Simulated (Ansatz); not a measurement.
Reaction (substitution at a C–Si bond): `C=C(O)[SiH2]O` + H₂S → `C=C(O)S` + silanol

Program: Ansatz. Geometries: PBE0-D4/def2-TZVP. ΔE: electronic, gas phase. CCSD(T)/CBS is the MP2 limit (def2-TZVPP, def2-QZVPP) plus CCSD(T) − MP2 in def2-TZVPP, frozen cores. This one scheme is used for every species. DFT in def2-TZVPP. B3LYP here is the variant with VWN-RPA as its local correlation; programs differ in this. Each species was taken in one conformer, which may not be the lowest.

Problem. Is it downhill or uphill in electronic energy at CCSD(T)/CBS, and by how much? (Best estimate.)

Solution. The calculation gave: Uphill: ΔE = +43.4 kJ/mol.

Problem. What do these levels give: LDA (SPW92), ωB97X-V, PBE-QIDH, r2SCAN, B3LYP, r2SCAN0, BHLYP, CAM-B3LYP, RPA@PBE/def2-TZVPP, CCSD/def2-SVP, SCS-MP2/def2-TZVPP, HF/def2-QZVPP? (Best estimate.)

Solution. Ansatz gave: LDA (SPW92) 33.3, ωB97X-V 41.3, PBE-QIDH 40.1, r2SCAN 38.1, B3LYP 39.2, r2SCAN0 40.0, BHLYP 42.6, CAM-B3LYP 41.4, RPA@PBE/def2-TZVPP 43.2, CCSD/def2-SVP 42.5, SCS-MP2/def2-TZVPP 40.8, HF/def2-QZVPP 45.7 kJ/mol.

Largest T1 diagnostic among the species: 0.012.

Leaving LDA and LC-ωPBE aside and taking each functional with its dispersion term where it has one, the values, not all of them listed here, spread over 9.9 kJ/mol, from revPBE-D4 to BHLYP-D4. From PBE to PBE0 (25 % exact exchange), in def2-TZVPP and without D4, ΔE moves by +3.1 kJ/mol.
